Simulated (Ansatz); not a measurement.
C$_{2}$H$_{6}$InS, SMILES `[CH2][In]([CH3])[SH]` radical, relaxed with UKS PBE0-D4/def2-TZVP in Ansatz from a GFN2-xTB geometry. The force threshold is 0.005 eV/Å; the program also tests the step.

Total charge 0; spin multiplicity 2. In: def2 effective core potential.

Start:

```xyz
10

C     0.235   -2.122   -0.358
In    0.206    0.014    0.073
C    -1.317    1.620   -0.222
S     2.312    0.721    1.067
H     1.034   -2.760   -0.001
H    -0.656   -2.651   -0.668
H    -0.920    2.338   -0.940
H    -1.466    2.116    0.736
H    -2.257    1.213   -0.584
H     2.829   -0.490    0.897
```

(1) By how much does the energy fall, and how many steps does the optimiser take? (An estimate is asked.)

(2) Which bonds change most? (Best estimate.)

(3) Give the relaxed structure. (Best estimate.)

Answers

(1) The calculation gave: 11.19 kJ/mol, in 6 steps.

(2) The calculation gave: In2–C3 from 2.233 to 2.140 Å; C1–In2 from 2.180 to 2.111 Å; In2–S4 from 2.434 to 2.404 Å; S4–H10 from 1.327 to 1.343 Å.

(3) Computed: 
```xyz
10

C     0.142   -2.057   -0.292
In    0.220    0.019    0.086
C    -1.260    1.535   -0.212
S     2.310    0.786    0.995
H     0.980   -2.719   -0.090
H    -0.730   -2.558   -0.703
H    -0.887    2.270   -0.928
H    -1.452    2.047    0.732
H    -2.191    1.112   -0.587
H     2.869   -0.435    0.997
```
